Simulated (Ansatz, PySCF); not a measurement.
CH3, SMILES [CH3+], charge +1.

Coordinates come from a ωB97X-D3(BJ)/def2-TZVPD optimisation.

Two levels are set side by side: PBE/def2-TZVPD (Ansatz, an electronic-structure program) and EOM-CCSD/aug-cc-pVDZ (PySCF). PBE by ΔSCF, the other level by its IP root; same geometry, the bases differ. Differences are taken from unrounded values.

```json
[
 {"quantity": "vertical ionisation energy (eV)", "EOM-CCSD": "25.47"}
]
```

What does PBE give, and how far is it from EOM-CCSD? (An estimate is asked for; the answer gives what the named calculation found.)


```json
[
 {"quantity": "vertical ionisation energy (eV)", "PBE": "25.35", "PBE minus EOM-CCSD": "-0.13"}
]
```

Here PBE gives about what the other level gives.
